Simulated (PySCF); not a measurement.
An unknown gives this computed stick spectrum. Theory: TDDFT CAM-B3LYP/def2-SVPD, vertical, gas phase, core orbitals frozen in the response in PySCF 2.14.0, density-fitted response routines. Geometries: GFN2-xTB, one conformer each.

| state | E (eV) | λ (nm) | f |
| --- | --- | --- | --- |
| S1 | 4.49 | 275.9 | 0.043 |
| S2 | 4.87 | 254.7 | 0.028 |
| S3 | 5.05 | 245.4 | 0.053 |
| S4 | 5.14 | 241.2 | 0.119 |
| S5 | 5.38 | 230.3 | 0.025 |
| S6 | 6.00 | 206.8 | 0.017 |
| S7 | 6.14 | 201.8 | 0.058 |
| S8 | 6.31 | 196.5 | 0.028 |

Orbital energies (eV): HOMO-3 -9.63, HOMO-2 -9.29, HOMO-1 -8.90, HOMO -8.46, LUMO -0.91, LUMO+1 0.09, LUMO+2 0.58.

**Question.** Which structure fits? All have the formula C6H6NP.
A. `C=Cc1cpccn1`
B. `C1=CP1n1cccc1`
C. `C=PC1=CC=CN=C1`

**Answer.** C. Its S1 lies at 4.49 eV; the nearest of the others has S1 at 4.11 eV. S1 is HOMO→LUMO (44%), HOMO-2→LUMO (23%), HOMO-1→LUMO (19%). Löwdin shares by element: HOMO carbon 47% or more, phosphorus 21% (atoms not listed hold the other 32%); LUMO carbon 44% or more, phosphorus 35% (atoms not listed hold the other 21%). At the same level the other candidates give, for their lowest levels:
- `C1=CP1n1cccc1`: 5.18 eV (f 0.007); 5.37 eV (f 0.011); 5.67 eV (f 0.002); 5.80 eV (f 0.006); 6.16 eV (f 0.233); T1 4.19 eV; HOMO -7.46, LUMO 0.40 eV
- `C=Cc1cpccn1`: 4.11 eV (f 0.007); 4.41 eV (f 0.081); 4.81 eV (f 0.002); 5.13 eV (f 0.074); 5.25 eV (f 0.008); T1 3.09 eV; HOMO -8.32, LUMO -1.11 eV

Conformer computed: `[CH2:1]=[P:2][c:3]1[cH:4][cH:5][cH:6][n:7][cH:8]1`: C1–P2–C3–C4 -45°.
Triplets come from the Tamm–Dancoff approximation.
